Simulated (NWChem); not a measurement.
System: MgBrF; SMILES [F][Mg][Br]

NWChem input:

```
start job
memory heap 200 mb stack 900 mb global 1100 mb
geometry units angstroms noautosym nocenter noautoz
  Mg    -0.007495     1.075257     0.000000
  F     -0.164750     2.821061     0.000000
  Br     0.202661    -1.252821     0.000000
end
basis spherical
  * library 6-31g*
end
dft
  xc hfexch
  iterations 150
end
property
  shielding
  efieldgrad
end
task dft property
```

Coordinates come from a PBE0/def2-SVP optimisation.

GIAO values for the isolated, static molecule; σ is the absolute isotropic shielding, δ = σ(reference) − σ with the isolated reference molecule computed at the same levels (19F: trichlorofluoromethane). Spin-orbit effects, on the heavy nuclei and on their neighbours, are missing.

Atoms are numbered as in the input.

Task: Predict the main results of this run. (Hartree-Fock/6-31G* (spherical d), GIAO.) Quantities: σ Mg1 (ppm); δ F2 (ppm); σ Br3 (ppm).

Result: 
| Item | Value |
|---|---|
| σ Mg1 (ppm) | 582.8 |
| δ F2 (ppm) | -136.2 |
| σ Br3 (ppm) | 3105.0 |
